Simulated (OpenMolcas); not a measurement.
## Predicting a hybrid from its neighbours: CH7AlOSi

CH7AlOSi: 11 atoms, total charge 0, spin state singlet. SMILES: `[CH3][AlH][O][SiH3]`. The coordinates come from a PBE0-D4/def2-TZVP relaxation. This is one conformer, not always the lowest.

The vertical energy of the triplet above the singlet y, in eV, basis cc-pVDZ; a is the functional's share of exact exchange. Programs: OpenMolcas 26.06.

| functional | program | a | y (eV) |
| --- | --- | --- | --- |
| r2SCAN | OpenMolcas | 0 | 5.04 |
| TPSS | OpenMolcas | 0 | 5.01 |
| B3LYP | OpenMolcas | 0.2 | ? |
| PBE0 | OpenMolcas | 0.25 | 5.31 |
| BHLYP | OpenMolcas | 0.5 | 5.80 |

Fit y = c + s·a to the known rows and predict B3LYP.


1. Means of the 4 rows: a = 0.1875, y = 5.290.
2. Σ(Δa)² = 0.17188, Σ(Δa·Δy) = 0.26, so the slope is 0.26/0.17188 = 1.5127.
3. Intercept: 5.290 − (1.5127) × 0.1875 = 5.006. The largest residual of the fit is 0.075.
4. B3LYP: 5.006 + (1.5127) × 0.2 = 5.31 eV.

The run gave 5.34 eV, so the prediction is off by -0.03 eV, within the largest residual.
